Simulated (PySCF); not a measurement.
**Calculated NMR data**

Theoretical values (PySCF 2.14): shielding tensors at PBE0/pcSseg-1 (GIAO), geometry: GFN2-xTB. No relativistic terms, a single conformation, isolated molecule, fast rotation and ring inversion assumed for equivalent nuclei.

δ = σ(ref) − σ, references computed at the same level: 1H (31.72 ppm) and 13C (186.93 ppm) against TMS. Splittings of carbon signals by F and P are missing where no couplings were computed. Where no couplings were computed, multiplicities follow the n + 1 count of equivalent neighbours, and m marks all less simple cases (inequivalent or close neighbours, rings, F or P nearby). Shifts are as computed. Against solution values, carbons near 30 ppm lie about +3 ppm off and those near 130 ppm about +5 ppm; carbons on Cl a further +6 ppm. Of 1309 compounds with measured shifts, 239 miss one by over three times the rms of a fit or turn the order of signals round; such compounds aren't used in these exercises. Carbons bonded to Cl come out too deshielded. OH and NH positions are gas-phase values without hydrogen bonding to other molecules.

**1.** `O1/C(=C(/CF)Cl)C=CC1`, C6H6ClFO. 1H NMR (500 MHz, computed): δ 6.76 (d, 1H), 6.51 (m, 1H), 5.39 (m, 2H), 5.30 (m, 2H). 13C{1H} NMR (computed): δ 169.9, 142.1, 131.3, 109.0, 88.4, 81.3.

**2.** SMILES c1ccc([Si@](C)(N)[SiH3])cc1, C7H13NSi2. 1H NMR (500 MHz, computed): δ 7.62 (m, 2H), 7.62 (m, 2H), 7.59 (m, 1H), 3.50 (s, 3H), 0.54 (br s, 2H), 0.36 (s, 3H). 13C{1H} NMR (computed): δ 149.7, 137.5, 134.4, 133.1, 3.4.
